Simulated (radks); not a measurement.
Values are calculated unless marked as measured or tabulated.
Valence configurations of neutral iron (all share [Ar]). Level of theory: scalar-relativistic Kohn-Sham, PBE, spin-polarised, spherical densities, point nucleus; open shells are filled with parallel spins first (a radial shooting solver on a logarithmic mesh with Libxc functionals). Order these by energy: 3d5 4s1 4p2; 3d5 4s2 4p1; 3d6 4s2; 3d8; 3d4 4s2 4p2; 3d6 4p2; 3d6 4s1 4p1; 3d7 4p1; 3d3 4s2 4p3; 3d7 4s1.

Answer. From the lowest, in eV above it: 3d6 4s2 0.000; 3d7 4s1 0.498; 3d6 4s1 4p1 2.735; 3d8 3.408; 3d7 4p1 4.227; 3d5 4s2 4p1 5.561; 3d6 4p2 7.284; 3d5 4s1 4p2 8.251; 3d4 4s2 4p2 21.237; 3d3 4s2 4p3 43.060. NIST lists [Ar] 3d6 4s2 as the ground configuration; this level of theory agrees among the configurations tried. The energies are those of spherical high-spin densities, not of single terms.
